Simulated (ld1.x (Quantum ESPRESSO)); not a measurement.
## manganese: variants of one RRKJ potential

Base potential:

```json
{
 "Element": "Mn (Z = 25)",
 "Generator": "ld1.x (Quantum ESPRESSO) 7.5",
 "Type": "norm-conserving RRKJ (Kleinman–Bylander form)",
 "Functional": "PBEsol",
 "Relativity": "scalar-relativistic",
 "Frozen core": "[Ne]",
 "Valence charge": "15",
 "Reference configuration": "3s2 3p6 3d5 4s2 4p0",
 "Partial waves": "3s (bound): rc 1.40 bohr; 3p (bound): rc 0.90 bohr; 3d (bound): rc 1.30 bohr",
 "Local potential": "all-electron potential smoothed inside 0.80 bohr (lloc = -1)",
 "Core correction": "Bessel-smoothed model core inside 0.65 bohr",
 "rho0": "0.005"
}
```

Occupied shells without a wave of their own: 4s. They enter only through the test configuration that unscreens the potential, and ld1.x also counts them in the model core charge.

Cutoffs, loose and tight: the cutoffs (Ry, on a coarse ladder) from which the occupation-weighted sum of valence levels, in a spherical-Bessel basis at the reference potential, stays within 10 and 1 mRy of its value at 400 Ry. They do not see the model core or the augmentation charge, which bear on the density cutoff. Test errors are all-electron minus pseudo excitation energies from the reference, over the configurations 3s2 3p6 3d5 4s1 4p0; 3s2 3p6 3d5 4s0 4p0; 3s2 3p6 3d4 4s0 4p0; 3s2 3p6 3d5 4s0 4p1; 3s2 3p6 3d6 4s0 4p0; 3s2 3p5 3d5 4s2 4p0; 3s2 3p6 3d5.5 4s1.5 4p0. A dash means not determined; rows that change the core or the reference have their own tests. The largest error is taken over the tests solved by every variant that gives reliable tests at all: 3s2 3p6 3d5 4s0 4p1; 3s2 3p6 3d5 4s1 4p0; 3s2 3p6 3d5.5 4s1.5 4p0; 3s2 3p6 3d6 4s0 4p0.

With those shells counted twice in exchange and correlation these files are broken, and their errors move erratically; no question is asked of them.

```tsv
change	outcome	cutoff, loose	cutoff, tight	bound ghosts	largest test error (meV)
base	generated	160 Ry	260 Ry	none	-287
wave 3s (bound): rc 1.40 bohr becomes 3s (bound): rc 0.88 bohr	generated	180 Ry	260 Ry	none	-531
wave 3s (bound): rc 1.40 bohr becomes 3s (bound): rc 1.06 bohr	generated	160 Ry	260 Ry	none	-540
wave 3s (bound): rc 1.40 bohr becomes 3s (bound): rc 1.20 bohr	generated	160 Ry	260 Ry	none	-504
wave 3s (bound): rc 1.40 bohr becomes 3s (bound): rc 1.34 bohr	generated	160 Ry	260 Ry	none	-390
wave 3s (bound): rc 1.40 bohr becomes 3s (bound): rc 1.46 bohr	generated	160 Ry	260 Ry	none	+193
wave 3s (bound): rc 1.40 bohr becomes 3s (bound): rc 1.60 bohr	generated, misses its reference levels by 0.34 eV	160 Ry	260 Ry	none	+785
wave 3s (bound): rc 1.40 bohr becomes 3s (bound): rc 1.72 bohr	generated, misses its reference levels by 0.48 eV	160 Ry	260 Ry	none	+1186
wave 3s (bound): rc 1.40 bohr becomes 3s (bound): rc 1.86 bohr	failed: run_pseudo: Errors in PS-KS equation	–	–	–	–
wave 3s (bound): rc 1.40 bohr becomes 3s (bound): rc 1.96 bohr	failed: run_pseudo: Errors in PS-KS equation	–	–	–	–
wave 3s (bound): rc 1.40 bohr becomes 3s (bound): rc 2.10 bohr	failed: run_pseudo: Errors in PS-KS equation	–	–	–	–
```

Reading the sweep of the s radius (base included, trends over the rows without a ghost): The loose cutoff stays near 160 Ry. The median size of the test errors (rows with all tests solved) is not monotonic: lowest 105.1 meV at 1.4 bohr, highest 360.6 meV at 1.06 bohr. The generation fails at 1.86, 1.96, 2.1 bohr.
